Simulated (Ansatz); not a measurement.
`FB(F)O[SiH3]` + H₂S → `FB(F)S` + `O[SiH3]` at 298.15 K and 1 bar (ligand exchange at a B–O bond).

Calculated with Ansatz (gas phase, PBE0-D4/def2-TZVP geometries, no zero-point term in ΔE). CBS: MP2 limit from def2 TZ/QZ plus the TZ coupled-cluster correction, frozen cores. This one scheme is used for every species. Each species was taken in one conformer, which may not be the lowest.

```tsv
species	CCSD(T)/CBS energy (Eh)	H − E (kJ/mol)	S (J/(mol·K))
`FB(F)O[SiH3]`	-590.65048	124.2	341.9
H₂S	-398.97279	49.9	205.7
`FB(F)S`	-622.90532	65.1	288.1
`O[SiH3]`	-366.69042	113.6	257.8
```

H − E and S are ideal-gas, rigid-rotor, harmonic terms from PBE0-D4/def2-TZVP, for one conformer and one mirror image of each species. 1 Eh = 2625.50 kJ/mol, R = 8.31446 J/(mol·K).

By hand: ΔE, ΔH, ΔS and ΔG.

ΔE = (-622.90532) + (-366.69042) − (-590.65048) − (-398.97279) = 0.02753 Eh = 72.3 kJ/mol. Δ(H − E) = 65.1 + 113.6 − 124.2 − 49.9 = 4.6, so ΔH = 76.9 kJ/mol. ΔS = 288.1 + 257.8 − 341.9 − 205.7 = -1.7 J/(mol·K). ΔG = 76.9 − 298.15 × (-1.7)/1000 = 77.4 kJ/mol.

By hand: the equilibrium constant, and the temperature at which ΔG would vanish if ΔH and ΔS stayed fixed.

log₁₀ K = −ΔG/(RT ln 10) = -13.6. ΔH and −TΔS have one sign here, so there is no such temperature.

The number of gas molecules stays the same, so ΔS is small and ΔH decides. A doubt of 5 kJ/mol in ΔE shifts log₁₀ K by 0.9 here. Other conformers and mirror images would add mixing entropy, several J/(mol·K) or more a flexible species. Modes under 60 cm⁻¹, often nearly free rotors, make the harmonic entropy too high. These are equilibria of isolated gas molecules and say nothing of rates. Largest T1 diagnostic: 0.013 (customary marks: 0.02 for closed shells, 0.045 for open ones).

ΔS is within the doubt of such terms, so its sign, and with it that verdict, could turn.
